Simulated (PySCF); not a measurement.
C6H11NO (charge -1 and doublet state).
Numbering: `[CH3:1][C:2]([CH3:3])=[CH:4][CH2:5][NH:6][CH:7][O-:8]` (hydrogens: H9, H10, H11 on C1; H12, H13, H14 on C3; H15 on C4; H16, H17 on C5; H18 on N6; H19 on C7)

Structure used (GFN2-xTB), in Å, numbered top down from 1:
```
atom  x, y, z in Å
C1    -1.6544    0.9927    1.0235
C2    -1.2281   -0.0773    0.0653
C3    -2.2714   -1.1199   -0.2056
C4    -0.0209   -0.0773   -0.6223
C5     1.1258    0.7901   -0.3690
N6     2.0602    0.2099    0.7087
C7     3.2307   -0.3949    0.3189
O8     3.9912    0.0202   -0.5829
H9    -0.8112    1.6015    1.3394
H10   -2.4101    1.6639    0.5852
H11   -2.1099    0.5526    1.9200
H12   -3.1826   -0.6843   -0.6432
H13   -2.5833   -1.6306    0.7169
H14   -1.8976   -1.8731   -0.8974
H15    0.1737   -0.9326   -1.2613
H16    0.8414    1.7797    0.0025
H17    1.7760    0.9058   -1.2380
H18    1.5161   -0.3645    1.3450
H19    3.4445   -1.3527    0.8474
```

The hyperfine couplings belong to this conformer and change with its torsions.

Method: PySCF 2.14.0, UKS B3LYP, pcH-1 on C H N O, non-relativistic, mean-field spin-orbit, GIAO. Whether the extra electron is bound in the gas phase wasn't checked; a finite basis holds it in any case. The geometry wasn't refined by DFT: couplings that depend on bond lengths, twists or pyramidal angles can differ widely from those at the functional's own minimum, by a factor of two or more for some ions and for spin on atoms past the first row. The SCF solution wasn't tested for stability.

Q: Break the g tensor into its mass correction, gauge correction and orbital-Zeeman/spin–orbit terms.

A: 
| Δg (ppm) | 1 | 2 | 3 |
| --- | --- | --- | --- |
| relativistic mass correction | -170 | -170 | -170 |
| gauge correction | 23 | 53 | 52 |
| orbital Zeeman/spin–orbit | -234 | 496 | 936 |
| total | -380 | 379 | 819 |

So g = 2.00194, 2.00270, 2.00314 and g_iso = 2.00259; the tensor is rhombic: the two nearest values differ by 37 % of g3 − g1. Axes: g1 points within 12° of the C7–O8 bond.

Q: At 33.906 GHz, how far is the centre of the isotropic spectrum from where a free electron (g = 2.002319) resonates?

A: B = hν/(g μB) with μB/h = 13.99624 MHz/mT gives 1209.85 mT for the free electron and 1209.69 mT at g_iso, 0.16 mT lower.

Q: What are the electron Larmor frequencies g μB B/h along the three axes at 3350 mT?

A: 93.8657, 93.9014, 93.9220 GHz for g1, g2 and g3, a range of 56.2 MHz.

Q: How much does each term add to the isotropic shift?

A: The orbital-Zeeman/spin–orbit term 399, the mass correction -170 and the gauge correction 43 ppm, for a total of 273 ppm. The orbital-Zeeman/spin–orbit term is the largest in size. The mass correction is the same along every axis, so the anisotropy comes from the other two: their spans along these axes are 31 (gauge) and 1170 ppm (orbital Zeeman/spin–orbit).

Q: In a frozen sample, at which fields do the three g values resonate at 9.5, 34, 94 and 263 GHz (hyperfine left aside), and which band first spreads them over more than twice a line width of 0.5 mT?

A: 
```tsv
band	GHz	B(g3) mT	B(g2) mT	B(g1) mT	spread mT
X	9.5	338.85	338.92	339.05	0.20
Q	34.0	1212.71	1212.97	1213.44	0.73
W	94.0	3352.78	3353.52	3354.79	2.01
J	263.0	9380.66	9382.72	9386.28	5.62
```

The spread grows in proportion to the frequency. W band is the first where it exceeds 1.0 mT.

Largest spin populations (Mulliken): C2 (+0.38), C4 (+0.22), C7 (+0.19) and O8 (+0.09). Three atoms exceed +0.15.

The HOMO–LUMO gaps are 1.73 eV among the α and 5.77 eV among the β orbitals.

The SMILES draws the unpaired electron on C7; the largest computed Mulliken spin population is on C2 (0.38 against 0.19).
